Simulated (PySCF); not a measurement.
Gas-phase reaction: 3 Ge2H6 + 3 HF ⇌ GeHF3 + 5 GeH4

Method: PySCF energies plus ideal-gas RRHO corrections (1 bar). † marks an energy on the PBE0/def2-TZVP geometry and frequencies; other levels use their own. 6-31G* has spherical d functions here. All species are closed-shell singlets. B3LYP is the form with VWN-RPA correlation. Ge: all electrons, no relativistic terms. GeHF3: computed as isolated molecules; such fragments, hydroxides, amides, oligomers or adducts are transient or little studied in the gas. The harmonic model lacks anharmonicity and excited electronic states, which grow with temperature; levels with a mode under 35 cm⁻¹ are left out. Internal rotation in Ge2H6 is treated as a harmonic vibration of one conformer, which makes the entropy rough.

```json
[
 {"level": "B3LYP/6-31G*", "ΔE electronic, kJ": "-239", "ΔH°(298 K), kJ": "-253", "ΔS°(298 K), J/K": "-42", "ΔG°(2500 K), kJ": "-70"},
 {"level": "BLYP/def2-TZVP†", "ΔE electronic, kJ": "-144", "ΔH°(298 K), kJ": "-161", "ΔS°(298 K), J/K": "-39", "ΔG°(2500 K), kJ": "16"},
 {"level": "HF/def2-TZVP†", "ΔE electronic, kJ": "-193", "ΔH°(298 K), kJ": "-210", "ΔS°(298 K), J/K": "-39", "ΔG°(2500 K), kJ": "-33"},
 {"level": "PBE0/def2-SVP†", "ΔE electronic, kJ": "-131", "ΔH°(298 K), kJ": "-148", "ΔS°(298 K), J/K": "-39", "ΔG°(2500 K), kJ": "28"},
 {"level": "PBE0/def2-TZVP", "ΔE electronic, kJ": "-98", "ΔH°(298 K), kJ": "-115", "ΔS°(298 K), J/K": "-39", "ΔG°(2500 K), kJ": "61"},
 {"level": "LDA/def2-TZVP†", "ΔE electronic, kJ": "-89", "ΔH°(298 K), kJ": "-106", "ΔS°(298 K), J/K": "-39", "ΔG°(2500 K), kJ": "70"}
]
```
ΔH° is lowest at B3LYP/6-31G* and highest at LDA/def2-TZVP†. No reference value is set beside these.
